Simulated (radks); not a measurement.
Values are calculated unless marked as measured or tabulated.
Problem. The molybdenum ion Mo13+ is in [Ar] 3d10 4s1. Level of theory: scalar-relativistic Kohn-Sham, LDA (Slater exchange, Perdew-Wang correlation), spin-polarised, spherical densities, finite nucleus; Fermi nuclear charge, rms radius of each element as measured or else 0.836 A^(1/3) + 0.57 fm (a radial shooting solver on a logarithmic mesh with Libxc functionals). Open shells are filled with parallel spins first. One electron is removed from 4s, 3p, 3s, 3d in turn, with full relaxation. Which removal costs least, and what does each cost?

Solution. 4s 305.13 eV; 3d 512.93 eV; 3p 669.01 eV; 3s 765.63 eV. The 4s electron leaves first.
